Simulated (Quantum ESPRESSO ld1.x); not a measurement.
Q: Species: the xenon ion Xe+. Configuration: [Kr] 4d10 5s1.75 5p5 6p0.25 (fractional occupations, a model configuration). Calculated with ld1.x of Quantum ESPRESSO 7.5: Dirac Kohn-Sham, OLYP, spin-unpolarised, spherical densities, point nucleus; open shells are shared between the two j in proportion to 2j + 1. Some entries of the table are withheld. Estimate them.

orbital       occ.  eigenvalue (eV)  <r> (bohr)  <1/r> (bohr^-1)
1s1/2            2         -34356.5         (1)            58.11
2s1/2            2         -5359.64      0.1142            13.59
2p1/2            2         -5036.54     0.09620            13.57
2p3/2            4         -4711.98      0.1020            12.47
3s1/2            2         -1106.66      0.3059            4.861
3p1/2            2         -972.439      0.2960              (2)
3p3/2            4         -910.707      0.3077              (3)
3d3/2            4         -674.864      0.2784            4.360
3d5/2            6         -661.791      0.2821            4.290
4s1/2            2         -209.694      0.7161            1.969
4p1/2            2         -162.122      0.7449            1.861
4p3/2            4         -149.793      0.7725            1.773
4d3/2            4         -72.8185      0.8669            1.532
4d5/2            6         -70.8166      0.8776            1.510
5s1/2         1.75              (4)       1.811           0.7243
5p1/2      1.66667         -19.2167       2.093           0.6202
5p3/2      3.33333         -17.7833       2.183           0.5916
6p1/2    0.0833333          -4.2978         (5)           0.2051
6p3/2     0.166667          -4.1461         (6)           0.1986

A: 
(1) 1s1/2 <r> (bohr): 0.02666
(2) 3p1/2 <1/r> (bohr^-1): 4.773
(3) 3p3/2 <1/r> (bohr^-1): 4.501
(4) 5s1/2 eigenvalue (eV): -30.4756
(5) 6p1/2 <r> (bohr): 6.116
(6) 6p3/2 <r> (bohr): 6.324
